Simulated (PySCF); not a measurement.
Several molecules and their computed UV-vis stick spectra, shuffled. Method used: TDDFT wB97X-D/def2-SVPD, vertical, gas phase, core orbitals frozen in the response (PySCF 2.14.0, density-fitted response routines). Geometries: PBE0-D3(BJ)/def2-SVP; one conformer of each isolated species. Triplets are in the Tamm–Dancoff approximation. Relativistic effects are left out although some hold elements past zinc. Ions are computed without counter-ions or solvent.

A. `N#C[C@@H]1C[C@H](F)O1`
B. `[C]=C=C=O` [singlet]
C. `C(C#C)[C+]([C@H]1[C@H](C1)F)C`
D. `C[O][Ge]([O]C)([O]C)[O]C`
E. `CP(C)(=O)c1cccs1`

Lowest singlet levels (six at most, fewer where fewer were computed) with oscillator strengths:

1. 7.17 eV (f 0.003); 7.60 eV (f 0.004); 7.84 eV (f 0.005); 8.03 eV (f 0.005); 8.57 eV (f 0.006); 8.70 eV (f 0.009); T1 6.15 eV
2. 7.23 eV (f 0.013); 7.24 eV (f 0.014); 7.31 eV (f 0.000); 7.50 eV (f 0.032); 8.06 eV (f 0.050 summed over 2 states); 8.33 eV (f 0.001); T1 6.83 eV
3. 4.13 eV (f 0.000); 4.37 eV (f 0.000 summed over 2 states); 4.60 eV (f 0.037 summed over 2 states); 8.12 eV (f 1.349); 8.68 eV (f 0.074 summed over 2 states); 8.97 eV (f 0.075) [of 10 roots; the last level is left out, as the window may have cut its degenerate partner]; T1 3.21 eV
4. 5.58 eV (f 0.159); 5.75 eV (f 0.105); 6.27 eV (f 0.002); 6.44 eV (f 0.001); 6.44 eV (f 0.009); 6.48 eV (f 0.000); T1 3.72 eV
5. 3.85 eV (f 0.004); 3.90 eV (f 0.055); 5.37 eV (f 0.126); 5.84 eV (f 0.284); 6.45 eV (f 0.003); 6.57 eV (f 0.000); T1 3.57 eV

Question: Which spectrum belongs to which structure?

Answer: 1 = A, 2 = D, 3 = B, 4 = E, 5 = C.
- A: S1 at 7.17 eV, HOMO-1→LUMO (75%); Löwdin shares by element: HOMO oxygen 56%, carbon 14% or more, fluorine 6% (atoms not listed hold the other 24%); LUMO carbon 39% or more, nitrogen 28%, oxygen 13% (atoms not listed hold the other 20%); HOMO -11.27 and LUMO 1.35 eV.
- B: S1 at 4.13 eV, HOMO-2/HOMO-1→LUMO/LUMO+1 (≥87%); Löwdin shares by element: HOMO carbon 99% or more; LUMO (one of a set within 0.03 eV) carbon 80%, oxygen 20%; HOMO -10.96 and LUMO -1.35 eV; point group C∞v, 3 of its 9 listed states under f = 0.0005.
- C: S1 at 3.85 eV, HOMO-1→LUMO (89%), HOMO→LUMO (10%); Löwdin shares by element: HOMO carbon 89% or more; LUMO carbon 70% or more (atoms not listed hold the other 30%); HOMO -13.75 and LUMO -5.99 eV.
- D: S1 at 7.23 eV, HOMO→LUMO (77%); Löwdin shares by element: HOMO (one of a set within 0.03 eV) oxygen 62% or more, carbon 14% or more (atoms not listed hold the other 23%); LUMO germanium 27%, oxygen 23% or more (atoms not listed hold the other 50%); HOMO -10.06 and LUMO 1.73 eV.
- E: S1 at 5.58 eV, HOMO→LUMO (87%); Löwdin shares by element: HOMO carbon 82% or more (atoms not listed hold the other 18%); LUMO carbon 55% or more, sulfur 20% (atoms not listed hold the other 25%); HOMO -9.05 and LUMO 0.63 eV.
A and D have S1 within 0.06 eV of each other; their strongest listed levels stand at 8.70 eV (f 0.009) and 8.06 eV (f 0.050).

A slash joins orbitals within 0.01 eV of each other, whose weights are summed (≥ marks a lower bound).
